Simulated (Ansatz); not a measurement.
Reactions of `FCC(F)C(F)OC(F)F`.

Calculated with Ansatz (gas phase, PBE0-D4/def2-TZVP geometries, no zero-point term in ΔE). CCSD(T)/CBS adds triple-zeta CCSD(T) − MP2 to the extrapolated MP2 energy (def2 sets, frozen cores). This one scheme is used for every species, atoms too. DFT in def2-TZVPP. No spin–orbit coupling; open shells (•) take unrestricted orbitals. Spin–orbit coupling would lower the free atoms: a little for C, F, O. For Br outer-core shells are correlated without core-valence functions, so the limit isn't a true one: a few kJ/mol of doubt a bond, and 10 to 20 or more in all where bonds break to atoms. Scalar relativity is left out up to krypton. One conformer a species, not always the lowest.

```
                                                                         reaction  CCSD(T)/CBS(def2) (kJ/mol)
                           `FC[C@@H](F)[C@@H](F)OC(F)F` → 4 C• + 5 F• + 5 H• + O•                           ?
                     `FC[C@@H](F)[C@@H](F)OC(F)F` + HBr → `FCC(F)Br` + `FCOC(F)F`                          35
              `FC[C@@H](F)[C@@H](F)OC(F)F` + `CCOCF` → `FCCCOCF` + `FCC(F)OC(F)F`                           4
                          `FC[C@@H](F)[C@@H](F)OC(F)F` → `FCC(F)OC(F)F` + `[CH]F`                           ?
                      `FC[C@@H](F)[C@@H](F)OC(F)F` + H–F → `FC(F)OC(F)F` + `FCCF`                          30
                          `FC[C@@H](F)[C@@H](F)OC(F)F` + H₂ → `FCOC(F)F` + `FCCF`                         -39
          `FC[C@@H](F)[C@@H](F)OC(F)F` + `C=C(F)F` → `FCC=C(F)F` + `FCC(F)OC(F)F`                           ?
`FC[C@@H](F)[C@@H](F)OC(F)F` + fluoromethane → `FC[C@@H](F)[C@H](F)CF` + `OC(F)F`                         -34
                     `FC[C@@H](F)[C@@H](F)OC(F)F` + HCl → `FCC(F)Cl` + `FCOC(F)F`                          34
               `FC[C@@H](F)[C@@H](F)OC(F)F` + H₂ → `FCC(F)OC(F)F` + fluoromethane                         -42
```

Problem. Fill in the missing values. (Estimate.)

Solution. The calculation gave: `FC[C@@H](F)[C@@H](F)OC(F)F` → 4 C• + 5 F• + 5 H• + O•: +6082.9 kJ/mol; `FC[C@@H](F)[C@@H](F)OC(F)F` → `FCC(F)OC(F)F` + `[CH]F`: +376.7 kJ/mol; `FC[C@@H](F)[C@@H](F)OC(F)F` + `C=C(F)F` → `FCC=C(F)F` + `FCC(F)OC(F)F`: +6.6 kJ/mol.

Largest T1 diagnostic: 0.018, for `[CH]F`.
